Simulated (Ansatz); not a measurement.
CH$_{6}$N$_{2}$OSi, SMILES `N/C(O)=N\[SiH3]`. The species carries charge 0 and has multiplicity 1. Geometry: relaxed with PBE0-D4/def2-TZVP. It is one conformer, not always the lowest.

```xyz
11

N    -0.090    0.505    1.531
C     0.106   -0.600    0.771
O     0.322   -1.674    1.557
N     0.082   -0.712   -0.491
Si   -0.166    0.477   -1.687
H    -0.093    1.399    1.075
H     0.139    0.468    2.508
H     0.426   -2.415    0.947
H    -0.145    1.878   -1.143
H     0.902    0.388   -2.716
H    -1.482    0.286   -2.353
```

Question: What is the dipole moment at ωB97M-V/def2-TZVPP? (An estimate is asked.)

Answer: Computed: 2.22 D, with components (0.42, 0.78, 2.03) D in this frame, pointing from negative to positive charge.

Question: And with PBE, r2SCAN, B3LYP? (Best estimate.)

Answer: The calculation gave: PBE 2.20 D, r2SCAN 2.24 D, B3LYP 2.17 D.

Question: Give the Mulliken charges with ωB97M-V, PBE, r2SCAN in def2-TZVPP. (Estimate.)

Answer: Ansatz gave: 
| atom | ωB97M-V | PBE | r2SCAN |
| --- | --- | --- | --- |
| N1 | -0.26 | -0.29 | -0.35 |
| C2 | 0.39 | 0.27 | 0.44 |
| O3 | -0.28 | -0.25 | -0.31 |
| N4 | -0.45 | -0.35 | -0.49 |
| Si5 | 0.28 | 0.29 | 0.41 |
| H6 | 0.15 | 0.18 | 0.19 |
| H7 | 0.15 | 0.18 | 0.19 |
| H8 | 0.21 | 0.21 | 0.23 |
| H9 | -0.09 | -0.11 | -0.13 |
| H10 | -0.04 | -0.06 | -0.09 |
| H11 | -0.04 | -0.07 | -0.09 |

B3LYP here is the variant with VWN-RPA as its local correlation; programs differ in this.
